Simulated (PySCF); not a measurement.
**Mayer bond orders and bond lengths**

AsB₂H₅.
SMILES with atom numbers: `[BH2:1][BH:2][AsH2:3]` (hydrogens: H4, H5 on B1; H6 on B2; H7, H8 on As3)

Cartesian coordinates in Å at the PBE0-D3(BJ)/def2-SVP level; atoms count from 1:
```xyz
8
AsB2H5 angstrom
B     -1.223    0.386   -0.543
B     -0.162   -0.668    0.129
As     1.807   -0.258    0.092
H     -1.405    0.481   -1.737
H     -1.834    1.162    0.163
H     -0.431   -1.752    0.596
H      1.778    1.255    0.236
H      2.099   -0.553    1.553
```

Bond orders from the PBE0/pcSseg-1 density (PySCF). One conformer (not necessarily the lowest) at the PBE0-D3(BJ)/def2-SVP geometry, without solvent, vibrations or thermal averaging. The calculation is non-relativistic, for arsenic too.

Problem. How far do the computed orders between heavy atoms stray from the drawn ones?

Solution. The largest departure is 0.092, at B2–As3 (drawn single, 1.092).

Problem. Set the Mayer orders of the bonds beside their lengths.

Solution. 
```tsv
bond	drawn as	length (Å)	Mayer order
B1–B2	single	1.640	1.065
B2–As3	single	2.011	1.092
B1–H4	single	1.212	0.968
B1–H5	single	1.214	0.965
B2–H6	single	1.210	0.949
As3–H7	single	1.520	0.939
As3–H8	single	1.519	0.931
```

Problem. Sum the orders of all bonds at each heavy atom with more than one neighbour and set the sums beside the valence in the SMILES.

Solution. B1 2.998 (drawn 3), B2 3.106 (drawn 3), As3 2.962 (drawn 3). Orders between atoms that aren't bonded are not in these sums.

For a closed shell the Mayer order of atoms A and B is Σ (PS)μν (PS)νμ over the basis functions μ on A and ν on B, with P the density and S the overlap matrix.
